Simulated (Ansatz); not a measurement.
Reaction (ligand exchange at a Zn–C bond): `[CH3][Zn][NH2]` + `OCF` → `[NH2][Zn][O]CF` + CH₄

Calculated with Ansatz (gas phase, PBE0-D4/def2-TZVP geometries, no zero-point term in ΔE). CCSD(T)/CBS is the MP2 limit (def2-TZVPP, def2-QZVPP) plus CCSD(T) − MP2 in def2-TZVPP, frozen cores. This one scheme is used for every species. DFT in def2-TZVPP. For Zn outer-core shells are correlated without core-valence functions, which leaves a few kJ/mol of doubt a bond. Scalar relativity is left out up to krypton. Each species was taken in one conformer, which may not be the lowest.

`[CH3][Zn][NH2]`:

```xyz
8

C     1.330    0.221    0.913
Zn   -0.259   -0.022   -0.151
N    -1.817   -0.163   -1.084
H     1.780    1.196    0.715
H     2.074   -0.547    0.691
H     1.095    0.170    1.979
H    -2.351   -1.018   -1.024
H    -1.850    0.164   -2.039
```

`OCF`:

Cartesian coordinates in Å:
```
O -0.017 -0.947 0.522
C -0.161 0.173 -0.253
F 1.037 0.525 -0.844
H 0.497 -0.728 1.305
H -0.490 1.048 0.318
H -0.866 -0.070 -1.049
```

`[NH2][Zn][O]CF`:

Cartesian coordinates in Å:
```
N 0.274 0.937 -2.295
Zn 0.459 0.405 -0.573
O 0.798 0.096 1.176
C -0.214 -0.543 1.785
F -1.278 -0.727 0.850
H 1.085 0.810 -2.886
H -0.521 0.540 -2.778
H 0.050 -1.556 2.114
H -0.654 0.038 2.606
```

CH₄:

Cartesian coordinates in Å:
```
C 0.000 0.000 0.000
H 0.453 0.509 0.850
H -0.987 -0.366 0.280
H 0.628 -0.839 -0.297
H -0.094 0.696 -0.833
```

```csv
level,ΔE (kJ/mol)
ωB97M-V,-68.4
HF/CBS(def2),-89.8
```

**Question.** What does CCSD(T)/CBS give? (Best estimate.)

**Answer.** Ansatz gave: -72.8 kJ/mol. The listed levels differ from it by 4.4, -17.0 kJ/mol.

Largest T1 diagnostic among the species: 0.015.

Leaving LDA and LC-ωPBE aside and taking each functional with its dispersion term where it has one, the values, not all of them listed here, spread over 16.2 kJ/mol, from B97M-V to PBE-D4. LDA lies +4.0 kJ/mol from PBE without D4. From BLYP to BHLYP (50 % exact exchange), in def2-TZVPP and without D4, ΔE moves by −7.7 kJ/mol. At CCSD(T), def2-SVP lies −16.9 kJ/mol from the extrapolated value and def2-TZVPP −0.1 kJ/mol.
